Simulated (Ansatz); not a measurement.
The pair A = CH4O (SMILES CO) (first 6 atoms), B = C2H6O (SMILES COC); geometry from B3LYP-D3(BJ)/def2-TZVP.
(charge 0, multiplicity 1):
```csv
atom,x (Å),y (Å),z (Å)
C,0.1363,-0.0718,-0.2436
O,0.3762,0.9196,0.7360
H,0.7891,-0.9452,-0.1216
H,0.3425,0.3716,-1.2182
H,-0.9047,-0.4182,-0.2399
H,0.2018,0.5354,1.6109
C,-1.0800,0.5262,4.0275
O,-0.0504,-0.1458,3.3240
C,1.1786,-0.1643,4.0286
H,-0.8081,1.5695,4.2246
H,-1.2912,0.0274,4.9801
H,-1.9699,0.4998,3.4018
H,1.5355,0.8527,4.2269
H,1.9025,-0.6818,3.4023
H,1.0743,-0.6974,4.9803
```

Cores are frozen in the correlated methods. MP2 and its Hartree–Fock in aug-cc-pVTZ are density fitted.

Programs: Ansatz (Gaussian orbitals). 

The counterpoise-corrected interaction energy is E(AB) − E(A in the pair's basis) − E(B in the pair's basis). Total energies (hartree):

| level | AB | A in the pair's basis | B in the pair's basis |
|---|---|---|---|
| HF/aug-cc-pVDZ | -269.1537839 | -115.0613286 | -154.0870080 |
| MP2/aug-cc-pVDZ | -270.0237164 | -115.4224702 | -154.5924110 |
| HF/aug-cc-pVTZ | -269.2255424 | -115.0916020 | -154.1285190 |
| MP2/aug-cc-pVTZ | -270.2769318 | -115.5292341 | -154.7381643 |
| CCSD(T)/aug-cc-pVDZ | -270.1110484 | -115.4563076 | -154.6461484 |

Question: Work out the counterpoise-corrected interaction energy at the basis-set limit: extrapolate the MP2 correlation part as X⁻³, take Hartree–Fock from the larger set, and add the CCSD(T) − MP2 difference of aug-cc-pVDZ.

Answer: 
1. Differences (1 hartree = 627.509 kcal/mol): HF/aug-cc-pVDZ -3.418; MP2/aug-cc-pVDZ -5.544; HF/aug-cc-pVTZ -3.402; MP2/aug-cc-pVTZ -5.982; CCSD(T)/aug-cc-pVDZ -5.392.
2. Correlation parts, MP2 less HF: -2.126 in aug-cc-pVDZ (X = 2), -2.580 in aug-cc-pVTZ (X = 3).
3. Limit (3³·(-2.580) − 2³·(-2.126))/(3³ − 2³) = -2.772; with HF/aug-cc-pVTZ it gives -6.174.
4. CCSD(T) less MP2 in aug-cc-pVDZ: 0.152.
Result: -6.02 kcal/mol, against -5.54 at MP2/aug-cc-pVDZ. It is an estimate of this method's limit, not of the exact value.

Ansatz is a program for electronic structure.
